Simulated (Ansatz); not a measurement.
Reaction (isomerisation): `BN[SiH](C)Cl` → `NBC[SiH2]Cl`

Isolated molecules relaxed with PBE0-D4/def2-TZVP in Ansatz; ΔE leaves out vibrations. CCSD(T)/CBS adds triple-zeta CCSD(T) − MP2 to the extrapolated MP2 energy (def2 sets, frozen cores). Functionals use def2-TZVPP. Each species was taken in one conformer, which may not be the lowest.

| level | ΔE (kcal/mol) |
| --- | --- |
| PBE-D4 | 7.8 |
| PBE0 | 8.4 |
| HF/def2-TZVPP | 12.2 |
| SCS-MP2/def2-TZVPP | 11.0 |
| CCSD/def2-TZVPP | 10.5 |
| HF/def2-QZVPP | 12.4 |
| MP2/def2-QZVPP | 10.8 |
| CCSD/CBS(def2) | 10.6 |

Problem. What does CCSD(T)/CBS give? (Best estimate.)

Solution. The calculation gave: +10.4 kcal/mol. The listed levels differ from it by -2.6, -2.0, 1.8, 0.6, 0.1, 2.0, 0.4, 0.2 kcal/mol.

Largest T1 diagnostic among the species: 0.011.

In def2-TZVPP, CCSD(T) changes the Hartree–Fock value by −1.9 kcal/mol (the triples alone add −0.2 kcal/mol) and MP2 by −1.6 kcal/mol.
